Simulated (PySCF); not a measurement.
Species: `C1[C@H](OCC)[SiH2]CC=1OC`. The columns A, B, C and D hold Mulliken, IAO, Hirshfeld and ESP-fitted charges (e) of one PBE0/pcSseg-1 density (PySCF), in a shuffled order. Coordinates in Å (GFN2-xTB); the density's dipole moment is (0.17, 0.07, -0.85) D.

```tsv
atom	x	y	z	A	B	C	D
C1	-3.657	1.101	0.003	-0.422	-0.266	-0.427	-0.122
C2	-2.635	0.155	-0.607	-0.033	+0.001	+0.457	+0.003
O3	-1.353	0.547	-0.200	-0.400	-0.502	-0.403	-0.144
C4	-0.327	-0.339	-0.650	-0.166	-0.164	+0.032	-0.046
C5	1.001	0.332	-0.458	-0.268	-0.155	-0.437	-0.109
C6	1.908	-0.261	0.312	+0.214	+0.127	+0.408	+0.077
O7	3.161	0.184	0.613	-0.329	-0.477	-0.352	-0.107
C8	3.546	1.437	0.106	-0.207	-0.038	-0.059	-0.034
C9	1.592	-1.591	0.938	-0.554	-0.471	-0.355	-0.169
Si10	-0.205	-1.938	0.419	+0.725	+0.691	+0.329	+0.335
H11	-3.448	2.120	-0.309	+0.149	+0.119	+0.113	+0.042
H12	-4.657	0.826	-0.319	+0.143	+0.108	+0.100	+0.045
H13	-3.602	1.053	1.087	+0.148	+0.119	+0.113	+0.042
H14	-2.703	0.178	-1.709	+0.109	+0.094	-0.039	+0.028
H15	-2.830	-0.883	-0.286	+0.103	+0.090	-0.069	+0.026
H16	-0.493	-0.528	-1.725	+0.119	+0.124	+0.066	+0.024
H17	1.144	1.289	-0.932	+0.148	+0.096	+0.193	+0.037
H18	4.551	1.620	0.484	+0.162	+0.130	+0.113	+0.054
H19	2.873	2.228	0.452	+0.137	+0.113	+0.074	+0.044
H20	3.561	1.434	-0.989	+0.134	+0.108	+0.065	+0.042
H21	1.740	-1.525	2.015	+0.162	+0.155	+0.116	+0.042
H22	2.300	-2.338	0.579	+0.162	+0.157	+0.117	+0.043
H23	-1.136	-1.909	1.547	-0.113	-0.072	-0.053	-0.073
H24	-0.343	-3.170	-0.366	-0.125	-0.085	-0.101	-0.081
```

Task: Which column most likely holds the ESP-fitted charges?

Result: C. Σ q r misses the density's dipole by 0.03 D (C), 0.72 D (D), 1.74 D (A), 3.43 D (B). Charges fitted to the outside potential are the only set here that is tied to the molecule's multipoles.

Task: And the Hirshfeld charges?

Result: D. The mean sizes are 0.074 e (D), 0.186 e (B), 0.191 e (C), 0.218 e (A), and Hirshfeld charges are commonly the smallest of these schemes.

As computed, A = IAO, B = Mulliken, C = ESP-fitted, D = Hirshfeld. Hydrogens on carbon: IAO +0.10 to +0.16, Mulliken +0.09 to +0.16, ESP-fitted -0.07 to +0.19, Hirshfeld +0.02 to +0.05 e.

The Mulliken scheme gives each basis function's population to the atom it is centred on and halves the overlap population of two atoms between them. The ESP scheme fits charges at the nuclei, held to the total charge, to the electrostatic potential on points at 1.4 to 2.0 times the van der Waals radii.

The structure is a single GFN2-xTB conformer in the gas phase; no vibrational or solvent corrections.
